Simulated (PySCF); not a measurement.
**Mn (manganese, neutral): UHF calculation**

Configuration: [Ar] 3d4 4s2 5s1, high-spin 6D determinant (an excited configuration). All numbers are calculated (PySCF 2.14, the non-relativistic Hamiltonian (point nucleus), in aug-cc-pVDZ (7s6p4d2f, 59 functions)).

| Quantity | Value |
| --- | --- |
| Total energy | -1149.459391 hartree |
| One-electron energy | -1574.6627 hartree |
| Hartree (Coulomb) energy | 475.7290 hartree |
| Exchange energy | -50.5257 hartree |
| Kinetic energy | 1148.88699 hartree |
| ⟨S²⟩ | 8.7558 |
| ⟨L²⟩ | 6.050 |
| Sum of ⟨r⟩ | 27.47 bohr |
| Sum of ⟨r²⟩ | 109.3 bohr² |
| Traceless quadrupole moment −½Σ⟨3z² − r²⟩ along its main axis | 0.0687 e·bohr² |
| Density at the nucleus (Gaussians lack the cusp) | 10500 bohr⁻³ |
| Spin density at the nucleus | 1.65 bohr⁻³ |
| Langevin diamagnetic susceptibility | -86.5 ×10⁻⁶ cm³/mol |

```csv
shell,electrons,mean orbital energy (eV),spread (eV),"rms radius, mean of both spins (bohr)"
1s α,1,-6558.5,0,0.0713
1s β,1,-6558.4,0,0.0713
2s α,1,-807.52,0,0.305
2s β,1,-804.12,0,0.305
2p α,3,-690.46,0.009,0.274
2p β,3,-687.11,0.955,0.274
3s α,1,-120.63,0,0.914
3s β,1,-111.14,0,0.914
3p α,3,-84.590,1.469,0.978
3p β,3,-73.153,2.292,0.978
3d α,4,-28.798,1.909,1.17
4s α,1,-12.685,0,2.99
4s β,1,-11.494,0,2.99
5s α,1,-2.467,0,8.82
```

The outer electron is Rydberg-like, and this basis confines it to a smaller radius and binds it less than a complete one would.

Spin-orbit constants ζ (cm⁻¹) from the X2C one-electron operator on these orbitals (non-relativistic here): bare nucleus, nucleus screened by l(l+1)(2l+1)/3 electrons, and screened by the Breit-Pauli mean field of the electrons.

```csv
shell,bare,screened nucleus,mean field
2p,57170,52600,50460
3p,6822,6276,5977
3d,698.7,419.2,379.0
```

To first order the Landé constant is A = 75.81 cm⁻¹, so the lowest level has J = 1/2 and lies 0.0658 eV below the centre of the term. This holds in LS coupling only.
